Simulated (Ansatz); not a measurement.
The first iterations of a band of C₂H₇ClSi₂ (12 atoms, charge 0, multiplicity 1).

Level of theory: RKS PBE0-D4/6-31G* (Ansatz).

```
movable images  : 8
climbing image  : no
spring          : 5.0 eV/Å²
optimiser       : quadratic models (default)
start path      : through a guess of the saddle point
force threshold : 0.03 eV/Å
iteration limit : 60
end points      : relaxed
```

Image 0:

```xyz
12
Properties=species:S:1:pos:R:3
C -1.090 -0.226 1.316
Si 0.511 -0.112 0.377
Cl 2.108 -0.670 1.559
C 0.633 -0.568 -1.385
Si 0.745 1.390 -1.655
H -1.921 0.060 0.663
H -1.082 0.438 2.186
H -1.249 -1.251 1.665
H -0.256 -1.040 -1.805
H 1.542 -1.095 -1.678
H -0.746 1.587 -1.353
H 0.882 1.430 0.145
```

Image 9:

```xyz
12
Properties=species:S:1:pos:R:3
C -1.120 -0.498 1.571
Si 0.396 -0.104 0.553
Cl 2.122 -0.626 1.580
C 0.423 -0.550 -1.278
Si 0.538 1.372 -1.140
H -2.021 -0.225 1.011
H -1.115 0.063 2.511
H -1.161 -1.568 1.802
H -0.490 -0.968 -1.709
H 1.309 -1.051 -1.671
H 1.833 1.965 -1.561
H -0.638 2.136 -1.636
```

| iteration | highest image above the first end (eV) | largest band force component (eV/Å) |
| --- | --- | --- |
| 1 | 21.573 | 68.899 |
| 2 | 6.473 | 16.098 |
| 3 | 3.568 | 7.103 |
| 4 | 2.390 | 3.418 |

Task: Does the band converge within its limit, and where does its top end?

Result: The forces met the threshold. It ended after 14 iterations with the highest image 1.230 eV above the first end. The profile has 2 maxima (images 2, 6) with wells between them (image 3): this band takes more than one step, which may be the mechanism or a detour left from its start path. No image climbed, so the highest image needn't sit at the top of the path. The orbitals stay closed-shell, which can raise the energy where a bond breaks towards radicals; this wasn't checked here.

The run took 2.8 min on 2 threads of AMD EPYC 9B45 (Zen 5) (shared host), peak memory 0.26 GiB.
